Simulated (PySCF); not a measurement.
A structure optimised at PBE-D3(BJ)/def2-SVP, used in a PySCF frequency run:

```
Si
O 1 1.6803
H 2 0.9745 1 114.14
O 1 1.6913 2 107.16 3 -44.11
H 4 0.9725 1 114.71 2 142.91
C 1 1.8875 2 112.84 3 75.95
H 6 1.1091 1 110.46 2 56.85
H 6 1.1102 7 107.59 1 -121.78
H 6 1.1107 7 107.84 8 -116.34
Si 1 2.3512 2 104.20 3 -162.28
H 10 1.5051 1 111.31 2 60.31
H 10 1.5074 11 108.68 1 123.11
H 10 1.5093 11 108.12 12 116.35
```
Charge 0, spin multiplicity 1.

Problem. Write its SMILES and formula.

Solution. C[Si](O)(O)[SiH3], CH₈O₂Si₂

Problem. What are its rotational constants (standard atomic weights)?

Solution. 3.4212, 2.0059, 1.9268 GHz
